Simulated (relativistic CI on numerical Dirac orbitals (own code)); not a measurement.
## Hyperfine structure of Pb VIII, mass number 207

Computed by Dirac-Coulomb-Breit CI, separate exchange-only KLI orbitals for each configuration, a model potential for QED, unscaled Slater integrals (own radial code, finite nucleus).

Configurations in the expansion (outside the closed core [Kr] 4d10 4f14): 5s²5p⁶5d⁷, 5s²5p⁶5d⁶6s, 5s²5p⁶5d⁶5f, 5s²5p⁶5d⁵6s², 5s²5p⁶5d⁶6p, 5s²5p⁵5d⁸, 5s²5p⁶5d⁵6s6p, 5s²5p⁶5d⁶5g, 5s²5p⁶5d⁵6p², 5s²5p⁶5d⁶6d, 5s²5p⁴5d⁹, 5s²5p⁶5d⁶7s, 5s²5p⁶5d⁶7p, 5s5p⁶5d⁸, 5s²5p⁵5d⁶6s², 5p⁶5d⁹. Levels of other configurations are missing.

Nuclear spin I = 1/2, μ = 0.5906 μN (tables of Stone and Pyykkö). The electronic factors are computed for point nuclear moments, without core polarisation or the Bohr-Weisskopf and QED corrections.

| Level | E (cm⁻¹) | A (MHz) |
| --- | --- | --- |
| 5s²5p⁶5d⁷ ⁴F9/2 | 0.0 | 1811 |
| 5s²5p⁶5d⁷ ⁴F7/2 | 19674.7 | 2035 |
| 5s²5p⁶5d⁷ ⁴P5/2 | 31199.8 | 860.2 |
| 5s²5p⁶5d⁷ ²G9/2 | 32560.8 | 2441 |
| 5s²5p⁶5d⁷ ⁴P1/2 | 35198.0 | -1479 |
| 5s²5p⁶5d⁷ ²H11/2 | 42898.9 | 2705 |
| 5s²5p⁶5d⁷ ²G7/2 | 44272.2 | 3190 |
| 5s²5p⁶5d⁷ ²D5/2 | 52219.7 | 2487 |

Levels with J = 0, under 50 % of one LS term, or S terms without an open s electron are left out. Small factors come from cancelling terms and can be off by tens of per cent or more.

At this charge configurations can still be misplaced by up to about 7 % of their energy. Terms inside the open d or f shell come out 10 to 20 % too wide with unscaled integrals. Levels and lines within the n = 5 or 6 shells can be off by up to 10 % or somewhat more, and those that change n by about 2 %, since core polarisation is missing.

Give the hyperfine levels of 5s²5p⁶5d⁷ ⁴F9/2 relative to its centre of gravity.

With K = F(F + 1) − I(I + 1) − J(J + 1), E = AK/2: F = 4: -4980, F = 5: 4074 MHz.

LS names give the leading component of a level, which can be under half, so a name can repeat, a term be missing and a line seem to break the LS rules.
